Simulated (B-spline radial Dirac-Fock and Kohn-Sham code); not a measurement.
# X-ray scattering factor of Gd³⁶⁺

System: gadolinium as Gd³⁶⁺ in the configuration 1s2 2s2 2p6 3s2 3p6 3d10.

The computed values come from a radial finite-basis atomic code: Dirac-Fock orbitals of the configuration average with a finite nucleus. f₀ is the Fourier transform of the spherical electron density, S the Waller-Hartree incoherent function, and s = sin θ/λ.

```
s (Å⁻¹)      f₀       S
      0  28.000   0.000
   0.05  27.979   0.017
    0.1  27.917   0.069
   0.15  27.814   0.154
    0.2  27.671   0.273
   0.25  27.489   0.424
    0.3  27.268   0.606
   0.35  27.010   0.818
    0.4  26.716   1.059
   0.45  26.388   1.326
    0.5  26.029   1.618
    0.6  25.222   2.268
    0.7  24.312   2.994
    0.8  23.319   3.778
    0.9  22.262   4.603
      1  21.160   5.453
    1.1  20.033   6.316
    1.2  18.899   7.177
    1.4  16.671   8.858
    1.6  14.584  10.439
    1.8  12.710  11.889
      2  11.089  13.202
    2.5   8.143  15.929
      3   6.458  18.034
    3.5   5.502  19.701
      4   4.871  21.052
      5   3.873  23.068
      6   3.005  24.411
```

f₀ starts at the number of electrons, 28, and has fallen to half at s ≈ 1.66 Å⁻¹. The sum of ⟨r²⟩ over the electrons is 1.124 bohr².
